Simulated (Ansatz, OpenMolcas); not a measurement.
# BCl3 (boron trichloride): methods side by side

The species is BCl3 (4 atoms), meant as a singlet with charge 0. SMILES: `ClB(Cl)Cl`. Geometry: relaxed at PBE0-D4/def2-TZVP.

```xyz
4

Cl   -0.2579    0.5164    1.6383
B     0.0000    0.0000    0.0000
Cl    0.9420   -1.4231   -0.3240
Cl   -0.6841    0.9066   -1.3143
```

Quantity: the energy change with the Cl1–B2 bond stretched from 1.737 to 3.822 Å, in eV. The values are calculated.

| level | kind | program | value (eV) | CPU time (all runs) |
| --- | --- | --- | --- | --- |
| BLYP/6-311+G** (restricted) | GGA | Ansatz | 4.33 | 20 s |
| TPSS/6-311+G** (restricted) | meta-GGA | OpenMolcas | 6.85 | 2.1 min |
| r2SCAN/6-311+G** (restricted) | meta-GGA | Ansatz | 5.05 | 34 s |
| B3LYP/6-311+G** (restricted) | global hybrid | Ansatz | 4.94 | 22 s |
| BHLYP/6-311+G** (restricted) | global hybrid | Ansatz | 5.65 | 21 s |
| HSE06/6-311+G** (restricted) | range-separated hybrid | Ansatz | 5.34 | 22 s |
| RPA@PBE0/6-311+G** (restricted) | RPA | Ansatz | 5.12 | 43 s |
| CCSD(T)/6-311+G** (restricted) | coupled cluster or CI | Ansatz | 4.34 | 78 s |

The first shape isn't each level's own minimum. The values span 4.33 to 6.85 eV. The coupled-cluster rows rest on a doubtful reference here (large T1 or Brueckner and Hartree–Fock orbitals at odds), and rows may lie in different states. Times are those of the runs behind each value, whatever else they computed, on shared processors of several kinds: orders of magnitude only.
